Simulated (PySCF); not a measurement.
PySCF input (PBE/cc-pV(D+d)Z):

```python
import numpy as np, basis_set_exchange as bse
from pyscf import gto, scf, dft, df
from pyscf.prop.polarizability import rks as pol

basis = {'C': gto.basis.parse(bse.get_basis('cc-pV(D+d)Z', elements=['C'], fmt='nwchem')), 'H': gto.basis.parse(bse.get_basis('cc-pV(D+d)Z', elements=['H'], fmt='nwchem')), 'Si': gto.basis.parse(bse.get_basis('cc-pV(D+d)Z', elements=['Si'], fmt='nwchem'))}
mol = gto.M(
    atom='''
    C    -1.14981457   -0.05477791   -0.04502006
    Si    0.54785519    0.02610017    0.02145083
    H    -1.76847219    0.83159725   -0.09957680
    H    -1.68390593   -0.99607076   -0.03559828
    H     1.39794796   -1.17454559    0.09584332
    H     1.28334497    1.30228411    0.00914054
    ''',
    basis=basis,
    charge=0,
    verbose=4,
    max_memory=7359,
)
mf = dft.RKS(mol, xc='pbe')
mf.grids.level = 3
mf = mf.density_fit(auxbasis=df.autoaux(mol))
mf.conv_tol = 1e-9
mf.max_cycle = 100
print('smallest overlap eigenvalue', np.linalg.eigvalsh(mol.intor('int1e_ovlp'))[0])
mf.kernel()
dip = mf.dip_moment()
p = pol.Polarizability(mf)
p.max_cycle_cphf = 60
alpha = p.polarizability()
print('polarisability/bohr^3', alpha.trace() / 3)
```

Output:

```
PySCF version 2.14.0

[INPUT] verbose = 4
[INPUT] num. atoms = 6
[INPUT] num. electrons = 24
[INPUT] charge = 0
[INPUT] spin (= nelec alpha-beta = 2S) = 0
[INPUT] symmetry False subgroup None
[INPUT] Mole.unit = angstrom
[INPUT] Symbol           X                Y                Z      unit          X                Y                Z       unit  Magmom
[INPUT]  1 C     -1.149814570000  -0.054777910000  -0.045020060000 AA   -2.172834631335  -0.103515247576  -0.085075583511 Bohr   0.0
[INPUT]  2 Si     0.547855190000   0.026100170000   0.021450830000 AA    1.035296265022   0.049322173105   0.040536193845 Bohr   0.0
[INPUT]  3 H     -1.768472190000   0.831597250000  -0.099576800000 AA   -3.341928098010   1.571491048441  -0.188172880361 Bohr   0.0
[INPUT]  4 H     -1.683905930000  -0.996070760000  -0.035598280000 AA   -3.182121027231  -1.882300937087  -0.067270999706 Bohr   0.0
[INPUT]  5 H      1.397947960000  -1.174545590000   0.095843320000 AA    2.641738780794  -2.219569485916   0.181117625669 Bohr   0.0
[INPUT]  6 H      1.283344970000   1.302284110000   0.009140540000 AA    2.425170516638   2.460960304273   0.017273117231 Bohr   0.0

nuclear repulsion = 51.5002849827222
number of shells = 14
number of NR pGTOs = 100
number of NR cGTOs = 57
basis = {'C': [[0, [6665.0, 0.000692, -0.000146, 0.0], [1000.0, 0.005329, -0.001154, 0.0], [228.0, 0.027077, -0.005725, 0.0], [64.71, 0.101718, -0.023312, 0.0], [21.06, 0.27474, -0.063955, 0.0], [7.495, 0.448564, -0.149981, 0.0], [2.797, 0.285074, -0.127262, 0.0], [0.5215, 0.015204, 0.544529, 0.0], [0.1596, -0.003191, 0.580496, 1.0]], [1, [9.439, 0.038109, 0.0], [2.002, 0.20948, 0.0], [0.5456, 0.508557, 0.0], [0.1517, 0.468842, 1.0]], [2, [0.55, 1.0]]], 'H': [[0, [13.01, 0.019685, 0.0], [1.962, 0.137977, 0.0], [0.4446, 0.478148, 0.0], [0.122, 0.50124, 1.0]], [1, [0.727, 1.0]]], 'Si': [[0, [78860.0, 0.000270443, -7.23177e-05, 1.85113e-05, 0.0], [11820.0, 0.00209717, -0.000555116, 0.000142236, 0.0], [2692.0, 0.0108506, -0.00293805, 0.000752185, 0.0], [763.4, 0.0436754, -0.0117687, 0.00302279, 0.0], [249.6, 0.137653, -0.0402907, 0.0103677, 0.0], [90.28, 0.316644, -0.100609, 0.0262563, 0.0], [35.29, 0.418581, -0.196528, 0.0523989, 0.0], [14.51, 0.210212, -0.102382, 0.0290959, 0.0], [4.053, 0.0144952, 0.52719, -0.178003, 0.0], [1.482, -0.0020359, 0.593251, -0.346874, 0.0], [0.2517, 0.000624186, 0.0332652, 0.62302, 0.0], [0.09243, -0.000282872, -0.00973662, 0.537712, 1.0]], [1, [315.9, 0.00392656, -0.000858302, 0.0], [74.42, 0.0298811, -0.00630328, 0.0], [23.48, 0.127212, -0.0288255, 0.0], [8.488, 0.320943, -0.069456, 0.0], [3.217, 0.455429, -0.119493, 0.0], [1.229, 0.268563, -0.0199581, 0.0], [0.2964, 0.0188336, 0.510268, 0.0], [0.08768, -0.00262431, 0.600382, 1.0]], [2, [1.803, 1.0, 0.0], [0.275, 0.0, 1.0]]]}
ecp = {}
ETB for H: l = 0, exps = 0.244 * 1.8^n , n = 0..8
ETB for H: l = 1, exps = 0.849 * 2^n , n = 0..1
ETB for H: l = 2, exps = 1.454 * 2.2^n , n = 0..0
ETB for C: l = 0, exps = 0.3034 * 1.8^n , n = 0..13
ETB for C: l = 1, exps = 0.3034 * 1.8^n , n = 0..10
ETB for C: l = 2, exps = 0.3034 * 1.8^n , n = 0..9
ETB for C: l = 3, exps = 0.7017 * 2.2^n , n = 0..1
ETB for Si: l = 0, exps = 0.17536 * 1.8^n , n = 0..16
ETB for Si: l = 1, exps = 0.17536 * 1.8^n , n = 0..14
ETB for Si: l = 2, exps = 0.17536 * 1.8^n , n = 0..13
ETB for Si: l = 3, exps = 0.36268 * 2.2^n , n = 0..4
smallest overlap eigenvalue 0.009074409541285428

******** <class 'pyscf.df.df_jk.DFRKS'> ********
method = DFRKS
initial guess = minao
damping factor = 0
level_shift factor = 0
DIIS = <class 'pyscf.scf.diis.CDIIS'>
diis_start_cycle = 1
diis_space = 8
diis_damp = 0
SCF conv_tol = 1e-09
SCF conv_tol_grad = None
SCF max_cycles = 100
direct_scf = False
XC library pyscf.dft.libxc version 7.1.2
    S. Lehtola, C. Steigemann, M. J. T. Oliveira, and M. A. L. Marques,  SoftwareX 7, 1–5 (2018)
XC functionals = pbe
    J. P. Perdew, K. Burke, and M. Ernzerhof,  Phys. Rev. Lett. 77, 3865 (1996)
    J. P. Perdew, K. Burke, and M. Ernzerhof,  Phys. Rev. Lett. 78, 1396 (1997)
    J. P. Perdew, K. Burke, and M. Ernzerhof,  Phys. Rev. Lett. 77, 3865 (1996)
    J. P. Perdew, K. Burke, and M. Ernzerhof,  Phys. Rev. Lett. 78, 1396 (1997)
radial grids:
    Treutler-Ahlrichs [JCP 102, 346 (1995); DOI:10.1063/1.469408] (M4) radial grids

becke partition: Becke, JCP 88, 2547 (1988); DOI:10.1063/1.454033
pruning grids: <function nwchem_prune>
grids dens level: 3
symmetrized grids: False
atomic radii adjust function: <function treutler_atomic_radii_adjust>
small_rho_cutoff = 0
Set gradient conv threshold to 3.16228e-05
Initial guess from minao.
tot grids = 72536
init E= -329.671512802481
  HOMO = -0.276261785930735  LUMO = -0.108154029441815  gap/eV = 4.57445
cycle= 1 E= -329.621756967368  delta_E= 0.0498  |g|= 0.58  |ddm|= 4.52
  HOMO = -0.161629227684867  LUMO = -0.00060841611618212  gap/eV = 4.38160
cycle= 2 E= -329.01580860608  delta_E= 0.606  |g|=  1.3  |ddm|= 3.04
  HOMO = -0.204911235314908  LUMO = -0.0585713780058308  gap/eV = 3.98211
cycle= 3 E= -329.718513536538  delta_E= -0.703  |g|= 0.134  |ddm|=  2.4
  HOMO = -0.20657228499292  LUMO = -0.0718906369313164  gap/eV = 3.66487
cycle= 4 E= -329.725686526953  delta_E= -0.00717  |g|= 0.0529  |ddm|= 0.444
  HOMO = -0.202619441976343  LUMO = -0.0671378283079505  gap/eV = 3.68664
cycle= 5 E= -329.726986490943  delta_E= -0.0013  |g|= 0.0131  |ddm|= 0.185
  HOMO = -0.203986505566549  LUMO = -0.0680731214667403  gap/eV = 3.69839
cycle= 6 E= -329.727046441675  delta_E= -6e-05  |g|= 0.000579  |ddm|= 0.0367
  HOMO = -0.203879248818402  LUMO = -0.068008880040713  gap/eV = 3.69722
cycle= 7 E= -329.727046565305  delta_E= -1.24e-07  |g|= 0.000194  |ddm|= 0.00223
  HOMO = -0.203905406966458  LUMO = -0.0680288386353389  gap/eV = 3.69739
cycle= 8 E= -329.727046582603  delta_E= -1.73e-08  |g|= 2.44e-05  |ddm|= 0.000535
  HOMO = -0.203903517801344  LUMO = -0.0680266011568031  gap/eV = 3.69740
cycle= 9 E= -329.727046582786  delta_E= -1.82e-10  |g|= 4.46e-06  |ddm|= 5.32e-05
  HOMO = -0.203902264604118  LUMO = -0.0680260408543942  gap/eV = 3.69738
Extra cycle  E= -329.727046582711  delta_E= 7.43e-11  |g|= 1.49e-05  |ddm|= 3e-05
converged SCF energy = -329.727046582711
Dipole moment(X, Y, Z, Debye):  0.44237,  0.02107,  0.01732
Isotropic polarizability 37.4276578594
Polarizability anisotropy 24.4409828871
polarisability/bohr^3 37.42765785938098
```
